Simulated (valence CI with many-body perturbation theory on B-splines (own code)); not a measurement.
Sensitivity of CI+MBPT for Fe V

Computed by valence CI with perturbative core correlation (CI+MBPT): four valence electrons over a frozen Dirac-Fock core [Ar], a basis of 6 s, 6 p, 5 d, 5 f, 1 g functions for each j, with the one-electron correlation potential Σ1, the two-electron term Σ2, the three-electron term Σ3, Breit, model QED; selected CI, second order for the rest, scaled by the run's own slope (own B-spline code, finite nucleus).

Against 21 measured levels this calculation errs by 464 cm⁻¹ on average and by 1535 at most. Only levels of the ground parity were solved; by the run's estimate the other parity begins above the list, which can be wrong where configurations are misplaced.

The reference run has the lowest level 3d4 5D_0 and an ionisation energy of 74.4055 eV. Its largest variational space holds 9336 state functions.

```
   Level  Reference (cm⁻¹)  Shift (cm⁻¹)
3d4 5D_1               135           +22
3d4 5D_2               403           +66
3d4 5D_3               782          +133
3d4 5D_4              1253          +222
3d4 3H_4             23918          +100
3d4 3H_5             24197          +187
3d4 3H_6             24488          +294
3d4 3P_0             24805           -75
3d4 3P_1             25686           +14
3d4 3F_2             26855           +94
3d4 3F_3             26909          +101
3d4 3F_4             27028          +146
```

The ionisation energy moves by -0.0081 eV.

**Question.** Which of these changes was made?
A. size limit of the variational space 10000 → 6000; logarithmic knot step 0.27 → 0.2
B. correlating orbitals by l 3 3 3 3 1 → 2 2 1 1 0; natural orbitals for correlation on → off
C. Breit term on → off

**Answer.** C. Breit term on → off.
